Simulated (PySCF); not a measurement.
An unknown gives this computed stick spectrum. Method used: PySCF 2.14.0, density-fitted response routines, TDDFT CAM-B3LYP/def2-SVPD, vertical, gas phase, core orbitals frozen in the response. Geometries: PBE0-D3(BJ)/def2-SVP, one conformer each.

```tsv
state	E (eV)	f
S1	3.45	0.0041
S2	3.97	0.0007
S3	5.03	0.076
S4	5.43	0.0042
S5	5.47	0.177
S6	5.94	0.0003
S7	6.33	0.321
S8	6.39	0.0017
S9	6.43	0.0019
S10	6.54	0.193
```

Triplets computed (Tamm–Dancoff): 2.71, 3.62, 3.70, 4.15 eV.

Orbital energies (eV): HOMO-3 -9.94, HOMO-2 -9.82, HOMO-1 -8.83, HOMO -8.24, LUMO -0.83, LUMO+1 -0.51, LUMO+2 0.81.

**Question.** Which candidate is it?
A. `c1nc2c(cccc2)cc1`
B. `C#CC1=NN=CC([SiH3])=C1C`
C. `N#C/C=C\c1ccccc1`
D. `N#C/C=C/c1ccccc1`

**Answer.** B. Its S1, at 3.45 eV, is the lowest among the candidates; the nearest of the others has S1 at 4.56 eV. S1 is HOMO→LUMO (95%). Löwdin shares by element: HOMO nitrogen 74%, carbon 16% or more; LUMO nitrogen 34%, carbon 29% or more (atoms not listed hold the other 37%). At the same level the other candidates give, for their lowest levels:
- `N#C/C=C/c1ccccc1`: 4.63 eV (f 0.655); 4.91 eV (f 0.012); 6.10 eV (f 0.277); 6.17 eV (f 0.000); 6.35 eV (f 0.175); T1 2.83 eV; HOMO -8.30, LUMO -1.26 eV
- `N#C/C=C\c1ccccc1`: 4.63 eV (f 0.489); 4.85 eV (f 0.011); 6.00 eV (f 0.000); 6.10 eV (f 0.194); 6.35 eV (f 0.143); T1 2.87 eV; HOMO -8.27, LUMO -1.18 eV
- `c1ccc2ncccc2c1`: 4.56 eV (f 0.002); 4.66 eV (f 0.028); 4.73 eV (f 0.055); 5.62 eV (f 0.000); 6.09 eV (f 0.966); T1 3.17 eV; HOMO -7.98, LUMO -0.62 eV
